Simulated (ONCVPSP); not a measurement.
Logarithmic derivatives: P, ONCV

```json
{
 "Element": "phosphorus (P)",
 "Generator": "ONCVPSP 4.0.1",
 "Type": "optimised norm-conserving Vanderbilt (ONCV)",
 "Functional": "PBE",
 "Relativity": "scalar-relativistic",
 "Frozen core": "[Ne]",
 "Valence charge": "5",
 "Reference configuration": "3s2 3p3",
 "Partial waves": "3s: rc 1.50 bohr, ncon 4, nbas 8, qcut 5.1 1/bohr, 2 projectors, debl 1.3 Ha; 3p: rc 1.85 bohr, ncon 4, nbas 7, qcut 3.6 1/bohr, 3 projectors, debl 2.5 Ha; d scattering state at 0.23 Ha: rc 2.05 bohr, ncon 3, nbas 7, qcut 5.4 1/bohr, 2 projectors, debl 2.5 Ha",
 "Local potential": "polynomial inside 1.45 bohr (lpopt 5, dvloc0 0 Ha)",
 "Core correction": "Teter function fitted to the true core (icmod 2), fcfact 0.4"
}
```

The phase is arctan(r·R′/R) of the radial function R(r), unwrapped; energies in Ha, scanned from -2 to 5 Ha. A pole is an energy at which the radial function vanishes at the test radius. The pseudo phase is shifted by a multiple of π to meet the all-electron one at the reference energy, and phase errors are pseudo minus all-electron; the curves can meet again beyond the range given. Levels narrower than the energy grid can be missing from the lists of poles.

```json
{"channel": "s", "radius (bohr)": "1.53", "reference energy (Ha)": "-0.51", "poles, all-electron": "2.71", "poles, pseudo": "2.67", "unbroken range about the reference energy with phases within 0.05 rad": "below 4.1", "phase error 1 Ha above the reference energy (rad)": "-0.000"}
{"channel": "p", "radius (bohr)": "1.88", "reference energy (Ha)": "-0.20", "poles, all-electron": "1.44", "poles, pseudo": "1.44", "unbroken range about the reference energy with phases within 0.05 rad": "the whole range", "phase error 1 Ha above the reference energy (rad)": "-0.000"}
{"channel": "d", "radius (bohr)": "2.08", "reference energy (Ha)": "0.23", "poles, all-electron": "1.47", "poles, pseudo": "1.47", "unbroken range about the reference energy with phases within 0.05 rad": "the whole range", "phase error 1 Ha above the reference energy (rad)": "+0.001"}
```

Phases in the s channel:

```csv
E (Ha),all-electron,pseudo
-1.98,0.757,0.755
-1.62,0.521,0.519
-1.26,0.160,0.159
-0.90,-0.295,-0.295
-0.54,-0.699,-0.699
-0.18,-0.974,-0.974
0.18,-1.151,-1.151
0.54,-1.268,-1.268
0.90,-1.352,-1.352
1.26,-1.414,-1.414
1.62,-1.463,-1.464
1.98,-1.504,-1.505
2.34,-1.539,-1.540
2.70,-1.570,-1.574
3.06,-1.599,-1.607
3.42,-1.628,-1.642
3.78,-1.657,-1.684
4.14,-1.687,-1.745
4.50,-1.721,-1.871
4.86,-1.761,-2.493
```
